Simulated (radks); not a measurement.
The numbers below are computed, except where a source is named.
Task: The mean radii <r> (bohr) of the occupied orbitals of an atom or ion are listed with their occupations. Code: a radial shooting solver on a logarithmic mesh with Libxc functionals. Model: Dirac Kohn-Sham, PBE, spin-unpolarised, spherical densities, point nucleus.

orbital  occ.      <r>
1s1/2       2  0.01631
2s1/2       2  0.06748
2p1/2       2  0.05541
2p3/2       4  0.06396
3s1/2       2   0.1659
3p1/2       2   0.1556
3p3/2       4   0.1687

Name the element and its charge. Open shells, if any, are shared by 2j + 1.

Result: Z = 81, thallium, charge +63: Tl63+ in [Ar]. The 1s radius gives Z: for a bare nucleus <r> = (2 gamma + 1)/(2Z) with gamma = sqrt(1 - (Z/c)^2), 0.01613 bohr for Z = 81, and screening makes it slightly larger (0.01631 here). The occupations add up to 18, and the charge is Z minus that.
